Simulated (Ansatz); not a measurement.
Consider the isomerisation: `CC[SiH](O)O` → `CO[SiH](C)O`.

Gas-phase electronic energies from Ansatz, PBE0-D4/def2-TZVP geometries. CBS: MP2 limit from def2 TZ/QZ plus the TZ coupled-cluster correction, frozen cores. One conformer a species, not always the lowest.

`CC[SiH](O)O`:

```xyz
13

C    -0.172    0.837    1.594
C     0.397    0.812    0.177
Si    0.192   -0.824   -0.681
O     0.863   -0.843   -2.185
O    -1.433   -1.093   -0.719
H    -1.244    0.629    1.591
H     0.305    0.085    2.228
H    -0.020    1.809    2.072
H     1.466    1.055    0.185
H    -0.084    1.583   -0.437
H     0.888   -1.933    0.019
H     0.575   -0.172   -2.806
H    -1.732   -1.945   -1.039
```

`CO[SiH](C)O`:

Z-matrix (Å, degrees):
```
C
O 1 1.406
H 1 1.098 2 111.7
H 1 1.092 2 108.6 3 119.3
H 1 1.096 2 111.3 3 -121.6
Si 2 1.640 1 123.5 3 48.9
O 6 1.648 2 112.4 1 63.2
C 6 1.845 2 106.7 1 -178.4
H 6 1.494 2 108.0 1 -55.4
H 7 0.957 6 117.8 2 -90.8
H 8 1.093 6 110.1 2 -63.8
H 8 1.092 6 110.8 2 176.6
H 8 1.092 6 110.8 2 55.9
```

| species | CCSD(T)/CBS(def2) energy (Eh) |
| --- | --- |
| `CC[SiH](O)O` | -520.46648 |
| `CO[SiH](C)O` | -520.44885 |

Q: Work out ΔE.

A: ΔE = (-520.44885) − (-520.46648) = 0.01763 Eh = +0.48 eV.

Largest T1 diagnostic among the species: 0.011.

In def2-TZVPP, CCSD(T) changes the Hartree–Fock value by +0.11 eV (the triples alone add +0.01 eV) and MP2 by +0.16 eV.
